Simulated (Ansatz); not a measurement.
C3H4O, SMILES `C[C]C=O` (singlet; the order of the spin states depends on the level; C–C–C–O torsion 80°) (charge 0, multiplicity 1). This singlet lies 0.18 eV above the relaxed triplet at the level B3LYP/cc-pVTZ // B3LYP-D3(BJ)/def2-TZVP (Ansatz, an electronic-structure program); other levels give the other order.

The numbers are results of CAM-B3LYP/cc-pVTZ // B3LYP-D3(BJ)/def2-TZVP (Ansatz), not measurements.

Ansatz 0.2 input:
```yaml
crystal:
  periodic: [false, false, false]
  atoms:
    - { symbol: C, position_ang: [-1.09824, -0.050798, -0.118987] }
    - { symbol: C, position_ang: [0.215387, -0.663065, -0.050696] }
    - { symbol: C, position_ang: [1.416766, -0.010815, -0.303039] }
    - { symbol: O, position_ang: [1.767264, 0.642839, 0.69196] }
    - { symbol: H, position_ang: [-1.841654, -0.507556, 0.534229] }
    - { symbol: H, position_ang: [-1.09683, 1.041352, -0.030155] }
    - { symbol: H, position_ang: [-1.409138, -0.285209, -1.155609] }
    - { symbol: H, position_ang: [2.046446, -0.166749, -1.193645] }
basis:
  gaussian: { orbitals: cc-pVTZ }
hamiltonian:
  xc: cam_b3lyp
```

Output:

```
Functional definition: CAM-B3LYP
899 factors; their error is unknown
228 factors; integrals over basis functions are off by at most 1.0e-5 eV
mean field evaluation 1: about -5213.4576 eV, gradient 5.2e1 eV
mean field evaluation 2: about -5203.4459 eV, gradient 9.1e1 eV
mean field evaluation 4: about -5218.6018 eV, gradient 3.1e0 eV
mean field evaluation 8: about -5218.6282 eV, gradient 1.3e-1 eV
mean field evaluation 16: about -5218.6166 eV, gradient 1.3e-3 eV
mean field -5218.61660449 eV, -191.7806229096 hartree, gradient 6.8e-5 eV, S^2 0.000000; 0 other end points of the search recorded, 0 dependent functions left out
reference -5218.61671121 eV, -191.7806268315 hartree; 15, 15 occupied and 161, 161 virtual orbitals, 899 factors
Total energy: -5218.61671121 eV, -191.7806268315 hartree
```
